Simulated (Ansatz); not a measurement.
Z-matrix (Å, degrees):
```
Ti
O 1 1.804
C 1 3.059 2 147.3
C 1 2.074 2 96.9 3 -111.6
C 1 3.061 2 101.5 3 8.3
O 1 1.801 2 102.0 3 137.2
O 1 2.037 2 163.5 3 -11.7
O 1 2.050 2 84.2 3 10.0
H 1 2.451 2 82.6 3 137.0
H 2 0.958 1 129.7 3 -1.1
C 3 1.391 1 96.9 2 10.9
H 3 1.097 1 144.4 2 -170.1
H 4 1.092 1 109.4 2 -36.3
H 4 1.091 1 110.9 2 -158.7
H 4 1.096 1 107.3 2 81.7
H 5 1.097 1 144.7 2 7.3
H 11 1.080 3 120.1 1 179.5
```

Total charge 0; spin multiplicity 1.

(1) List the B3LYP/def2-TZVPP orbital energies in eV (the Gaussian-basis code of Ansatz). (Best estimate.)

Results:

(1) The calculation gave: Occupied: -4868.19, -542.51, -521.18, -521.15, -520.17, -520.08, -453.04, -453.03, -452.96, -279.62, -279.61, -277.07, -275.62, -65.30, -41.31, -41.26, -40.92, -29.23, -28.73, -26.14, -26.00, -21.62, -18.21, -17.82, -15.86, -14.60, -14.02, -13.08, -12.86, -12.69, -12.17, -11.98, -11.10, -10.47, -10.34, -9.70, -9.27, -8.95, -8.83, -8.64, -7.92, -7.32, -7.07. Lowest empty: -2.32, -1.48, -1.33, -0.91, -0.27, 0.10, 0.66, 1.18.

B3LYP here is the variant with VWN-RPA as its local correlation; programs differ in this.
